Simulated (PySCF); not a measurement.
Gas-phase reaction: 3 Br₂ + 6 BO = 2 BBr₃ + 2 B₂O₃

Energies from PySCF, thermal terms from the rigid-rotor harmonic-oscillator model, ideal gas at 1 bar. † marks an energy on the PBE0/def2-TZVP geometry and frequencies. MP2 and CCSD(T) freeze the core. Open shells (unrestricted): BO (multiplicity 2); the rest are closed-shell singlets. B3LYP is the form with VWN-RPA correlation. Br: all electrons, no relativistic terms. MP2 isn't extrapolated to the basis-set limit; its ΔH°(298 K) is -2324.2 kJ in def2-SVP and -2323.2 kJ in def2-TZVPP. CCSD(T) isn't extrapolated to the basis-set limit; its ΔH°(298 K) is -2237.8 kJ in def2-SVP and -2242.4 kJ in def2-TZVPP. The harmonic model lacks anharmonicity and excited electronic states, which grow with temperature; levels with a mode under 35 cm⁻¹ are left out. Soft modes under 120 cm⁻¹ make the harmonic entropy rough for B₂O₃.

```json
[
 {"level": "B3LYP/def2-TZVP†", "ΔE electronic, kJ": "-2230", "ΔH°(298 K), kJ": "-2195", "ΔS°(298 K), J/K": "-737", "ΔG°(1400 K), kJ": "-1182"},
 {"level": "BLYP/def2-TZVP†", "ΔE electronic, kJ": "-2140", "ΔH°(298 K), kJ": "-2105", "ΔS°(298 K), J/K": "-737", "ΔG°(1400 K), kJ": "-1092"},
 {"level": "CCSD(T)/def2-TZVPP†", "ΔE electronic, kJ": "-2278", "ΔH°(298 K), kJ": "-2242", "ΔS°(298 K), J/K": "-737", "ΔG°(1400 K), kJ": "-1230"},
 {"level": "M06-2X/def2-TZVP†", "ΔE electronic, kJ": "-2282", "ΔH°(298 K), kJ": "-2247", "ΔS°(298 K), J/K": "-737", "ΔG°(1400 K), kJ": "-1234"},
 {"level": "MP2/def2-TZVPP†", "ΔE electronic, kJ": "-2359", "ΔH°(298 K), kJ": "-2323", "ΔS°(298 K), J/K": "-737", "ΔG°(1400 K), kJ": "-1310"},
 {"level": "PBE/def2-TZVP†", "ΔE electronic, kJ": "-2250", "ΔH°(298 K), kJ": "-2214", "ΔS°(298 K), J/K": "-737", "ΔG°(1400 K), kJ": "-1201"},
 {"level": "PBE0/def2-QZVP†", "ΔE electronic, kJ": "-2286", "ΔH°(298 K), kJ": "-2251", "ΔS°(298 K), J/K": "-737", "ΔG°(1400 K), kJ": "-1238"},
 {"level": "r2SCAN/def2-TZVP†", "ΔE electronic, kJ": "-2258", "ΔH°(298 K), kJ": "-2222", "ΔS°(298 K), J/K": "-737", "ΔG°(1400 K), kJ": "-1209"},
 {"level": "LDA/def2-TZVP†", "ΔE electronic, kJ": "-2541", "ΔH°(298 K), kJ": "-2505", "ΔS°(298 K), J/K": "-737", "ΔG°(1400 K), kJ": "-1492"}
]
```
ΔH° is lowest at LDA/def2-TZVP† and highest at BLYP/def2-TZVP†. No reference value is set beside these.
